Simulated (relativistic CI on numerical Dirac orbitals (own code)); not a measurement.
Radial parameters of Pb32+

These numbers are calculated, not measured: Dirac-Coulomb-Breit CI, orbitals from a KLI potential per configuration, model QED (radiative potential, 1s self-energy scaled to tabulated hydrogen-like ionisation energies), unscaled Slater integrals (own radial code, finite nucleus).

Slater integrals F^k, G^k are unscaled and averaged over j, outside the closed core [Ar] 3d10 4p6; ζ comes from projecting the Hamiltonian with its Breit term on Σ l·s of the shell.

- 4s2.4d10.4f4: F^2(4f,4f) = 280780, F^4(4f,4f) = 183180, F^6(4f,4f) = 134010, ζ(4f) = 15588 cm⁻¹; <r>(4f) = 0.3742, <r^2>(4f) = 0.1602 (bohr units).
- 4s2.4d10.4f3.5s: F^2(4f,4f) = 283360, F^4(4f,4f) = 184970, F^6(4f,4f) = 135350, ζ(4f) = 15921, G^3(4f,5s) = 37681 cm⁻¹; <r>(4f) = 0.3713, <r^2>(4f) = 0.1577, <r>(5s) = 0.673, <r^2>(5s) = 0.5051 (bohr units).
- 4s2.4d10.4f3.5p: F^2(4f,4f) = 283520, F^4(4f,4f) = 185080, F^6(4f,4f) = 135440, ζ(4f) = 15957, F^2(4f,5p) = 114870, G^2(4f,5p) = 33487, G^4(4f,5p) = 32211, ζ(5p) = 259270 cm⁻¹; <r>(4f) = 0.3712, <r^2>(4f) = 0.1575, <r>(5p) = 0.7096, <r^2>(5p) = 0.5636 (bohr units).

Averages of the first 10 configurations, taken without configuration mixing, which lowers the lowest level and can move excited configurations by several eV; other configurations of the list can lie among them:

```tsv
Configuration	Parity	States	Average energy above the lowest level (eV)
4s2.4d10.4f4	even	1001	24.6
4s2.4d10.4f3.5s	odd	728	227.1
4s2.4d10.4f3.5p	even	2184	314.7
4s2.4d10.4f2.5s2	even	91	442.1
4s2.4d10.4f2.5s.5p	odd	1092	526.3
4s2.4d10.4f3.5d	odd	3640	424.7
4s2.4d10.4f2.5p2	even	1365	617.1
4s2.4d10.4f2.5s.5d	even	1820	639.1
4s.4d10.4f5	odd	4004	792.7
4s2.4d9.4f3.5s2	odd	3640	706.7
```
